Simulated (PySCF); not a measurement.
# Circular dichroism: `[H]/N=C1/C[C@H](F)C[C@@H]1C#N`, C₆H₇FN₂

Geometry:
| atom | x (Å) | y (Å) | z (Å) |
| --- | --- | --- | --- |
| N1 | 1.310 | -1.186 | 2.786 |
| C2 | 1.109 | -0.908 | 1.696 |
| C3 | 0.837 | -0.520 | 0.337 |
| C4 | -0.382 | -1.240 | -0.254 |
| C5 | -1.007 | -0.206 | -1.194 |
| F6 | -2.343 | -0.464 | -1.387 |
| C7 | -0.792 | 1.133 | -0.493 |
| C8 | 0.499 | 0.980 | 0.252 |
| N9 | 1.152 | 1.953 | 0.679 |
| H10 | 1.738 | -0.700 | -0.263 |
| H11 | -0.117 | -2.165 | -0.764 |
| H12 | -1.103 | -1.474 | 0.532 |
| H13 | -0.546 | -0.226 | -2.190 |
| H14 | -0.769 | 1.990 | -1.163 |
| H15 | -1.600 | 1.293 | 0.226 |
| H16 | 2.007 | 1.749 | 1.189 |

Method used: TDDFT PBE0/def2-SVPD circular dichroism and optical rotation, one conformer, gas phase in PySCF 2.14.0. Geometry: GFN2-xTB.

The molecule is flexible and this is one conformer; a measurement averages over conformers.

Question: What are the CIP labels of the stereocentres?

Answer: C3 S, C5 R.

Question: Which excitations and rotatory strengths does the calculation give?

Answer: Rotatory strengths R in 10⁻⁴⁰ esu² cm², velocity form and length form (origin at the centre of mass); f in length form.
```tsv
state	E (eV)	λ (nm)	f	R (velocity)	R (length)	main
1	5.02	247	0.001	+5.1	+5.9	HOMO→LUMO 0.97
2	6.95	179	0.004	-5.6	-4.2	HOMO→LUMO+1 0.93
3	7.08	175	0.006	+18.3	+17.7	HOMO→LUMO+2 0.89
4	7.26	171	0.023	+10.2	+10.3	HOMO−1→LUMO 0.68, HOMO−2→LUMO 0.25
5	7.59	163	0.011	-5.1	-5.0	HOMO−3→LUMO 0.79
6	7.64	162	0.046	-27.0	-27.1	HOMO→LUMO+3 0.58, HOMO−2→LUMO 0.15
7	7.70	161	0.052	+23.6	+22.9	HOMO−4→LUMO 0.26, HOMO−2→LUMO 0.25
8	7.91	157	0.007	+4.8	+4.6	HOMO→LUMO+4 0.55, HOMO−4→LUMO 0.17
```

Among the states computed, the strongest CD band (largest |R|) is state 6. The largest dissymmetry factor in size, g = 4R/(D+G), with D and G the electric and magnetic dipole strengths, is +0.039 for state 3 (velocity form, f = 0.005), among bands with |R| over 0.5. The mirror image has the same energies and oscillator strengths and all R with the opposite sign.
